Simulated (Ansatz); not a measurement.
`N[SiH]([SiH3])Cl` + H₂O → `O[SiH]([SiH3])Cl` + NH₃  (formal hydrolysis of the Si–N bond)

Gas-phase electronic energies from Ansatz, PBE0-D4/def2-TZVP geometries. CBS: MP2 limit from def2 TZ/QZ plus the TZ coupled-cluster correction, frozen cores. This one scheme is used for every species. Functionals use def2-TZVPP. B3LYP here is the variant with VWN-RPA as its local correlation; programs differ in this. HSE06 is defined as in plane-wave codes. One conformer a species, not always the lowest.

| level | ΔE (kJ/mol) | difference from CCSD(T)/CBS |
| --- | --- | --- |
| r2SCAN-D4 | -39.2 | -3.5 |
| B3LYP-D4 | -38.3 | -2.6 |
| r2SCANh-D4 | -38.7 | -3.0 |
| r2SCAN0-D4 | -38.0 | -2.3 |
| HSE06-D4 | -34.2 | 1.5 |
| BHLYP-D4 | -39.8 | -4.1 |
| ωB97X-V | -38.6 | -2.9 |
| PBE | -36.3 | -0.6 |
| BLYP | -42.4 | -6.7 |
| r2SCAN | -39.8 | -4.1 |
| r2SCAN0 | -38.7 | -3.0 |
| BHLYP | -42.6 | -6.9 |
| RPA@PBE/def2-TZVPP | -39.2 | -3.5 |
| HF/def2-SVP | -37.6 | -1.9 |
| SCS-MP2/def2-TZVPP | -39.5 | -3.8 |
| HF/def2-QZVPP | -45.8 | -10.1 |
| CCSD(T)/CBS | -35.7 | 0 |

Largest T1 diagnostic among the species: 0.012.

The D4 term adds +3.4 kJ/mol with B3LYP and +1.9 kJ/mol with PBE0; it sums over pairs of atoms, weighted by their polarisabilities, and B3LYP, whose exchange is more repulsive, gets the larger term. Leaving LDA and LC-ωPBE aside and taking each functional with its dispersion term where it has one, the values, not all of them listed here, spread over 10.2 kJ/mol, from B97M-V to revPBE-D4. LDA lies +3.2 kJ/mol from PBE without D4. In def2-TZVPP, CCSD(T) changes the Hartree–Fock value by +7.6 kJ/mol (the triples alone add +0.9 kJ/mol) and MP2 by +8.7 kJ/mol.
